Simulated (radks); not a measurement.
Values are calculated unless marked as measured or tabulated.
Question: Ta II, 72 electrons, occupied as [Xe] 4f14 5d3 6s1. Level of theory: scalar-relativistic Kohn-Sham, SCAN, spin-polarised, spherical densities, finite nucleus; open shells are filled with parallel spins first (spin-orbit coupling, left out, can overturn this in heavy ions); meta-GGA in the generalised Kohn-Sham scheme; Fermi nuclear charge, rms radius 5.3507 fm (a radial shooting solver on a logarithmic mesh with Libxc functionals). Some entries of the table are withheld. Estimate them.

orbital  occ.  eigenvalue (Ry)  <r^2> (bohr^2)
1s up       1        -4956.912       0.0004788
1s down     1        -4956.911       0.0004788
2s up       1        -853.9855        0.007370
2s down     1        -853.9786        0.007370
2p up       3        -748.2172        0.006083
2p down     3        -748.2106        0.006083
3s up       1        -196.8674         0.04785
3s down     1        -196.8669         0.04784
3p up       3        -165.2053         0.04861
3p down     3        -165.2041         0.04860
3d up       5        -128.2059         0.04043
3d down     5        -128.2013         0.04044
4s up       1        -40.94320          0.2373
4s down     1        -40.93496          0.2373
4p up       3        -30.50873          0.2701
4p down     3        -30.50050          0.2700
4d up       5        -17.10971          0.3173
4d down     5        -17.09742          0.3169
5s up       1         -5.98403           1.365
5s down     1         -5.93397           1.355
5p up       3         -3.49331             (1)
5p down     3         -3.40628             (2)
4f up       7         -2.37331          0.5254
4f down     7         -2.34182          0.5120
6s up       1         -0.95562           9.784
5d up       3              (3)             (4)

Answer: 
(1) 5p up <r^2> (bohr^2): 1.932
(2) 5p down <r^2> (bohr^2): 1.863
(3) 5d up eigenvalue (Ry): -0.84193
(4) 5d up <r^2> (bohr^2): 5.240
